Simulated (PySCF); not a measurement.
Computed shifts of a molecule C₂H₆F₂Si, PySCF with HF/pcSseg-1, GIAO, gas phase, atoms alike by connectivity averaged where their shifts nearly agree, in ppm (number of nuclei): ²⁹Si: -13.2 (1). ¹⁹F: -132.1 (2). ¹³C: 8.4 (1), 7.6 (1). ¹H: 4.71 (1), 1.53 (3), 0.75 (2). References: ²⁹Si against TMS (σ = 393.8 ppm); ¹⁹F against CFCl3 (σ = 238.5 ppm); ¹³C against TMS (σ = 192.6 ppm); ¹H against TMS (σ = 31.99 ppm), references at their B3LYP-D3(BJ)/def2-TZVP geometries, non-relativistic. Geometry: PBE0-D3(BJ)/def2-SVP. The values are those of a single conformer.

Question: Which molecule gave these data?
A) C[C@@H](F)[SiH2]F
B) C[SiH2]C(F)F
C) CC[SiH](F)F
D) C[Si](C)(F)F

Answer: C, CC[SiH](F)F
